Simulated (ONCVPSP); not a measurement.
PBE ONCV dataset for palladium, scalar-relativistic all-electron reference.

- Element: Pd (Z = 46)
- Generator: ONCVPSP 4.0.1
- Type: optimised norm-conserving Vanderbilt (ONCV)
- Functional: PBE
- Relativity: scalar-relativistic
- Frozen core: [Ar] 3d10
- Valence charge: 18
- Reference configuration: 4s2 4p6 4d7 (charge +3)
- Partial waves: 4s: rc 1.35 bohr, ncon 5, nbas 9, qcut 6.7 1/bohr, 3 projectors, debl 2.9 Ha; 4p: rc 1.65 bohr, ncon 3, nbas 7, qcut 9.5 1/bohr, 3 projectors, debl 0.65 Ha; 4d: rc 1.80 bohr, ncon 4, nbas 9, qcut 6.8 1/bohr, 2 projectors, debl 4 Ha
- Local potential: polynomial inside 1.00 bohr (lpopt 3, dvloc0 0 Ha)
- Core correction: Teter function, fcfact 2.25, rcfact 1.75

In the s channel the program set the typed energies aside and used -4.633, 0.250, 3.150 Ha. In the p channel the program set the typed energies aside and used -3.360, 0.250, 0.900 Ha.

Poles of the logarithmic derivatives, all-electron (AE) and pseudo (PS). s: poles at -3.5 (AE) and -3.5 (PS) Ha. p: poles at -2.9 (AE) and -2.9 (PS) Ha. d: poles at -0.9 (AE) and -0.9 (PS) Ha. Test radii: s 1.37, p 1.68, d 1.82 bohr.

* Cutoffs needed: 91 Ha and 123 Ha (the cutoffs (Ha) at which the residual kinetic energy of the hardest occupied pseudo-wave falls to 1 and 0.1 mHa per electron)
* Ghost test: no bound ghost flagged; GHOST(+) flags only above 600 eV
* Configuration tests: 1 of 4 tests not solved or not reliable
* rms error of d²Exc/dni dnj: 3.17 mHa without and 3.13 mHa with the model core
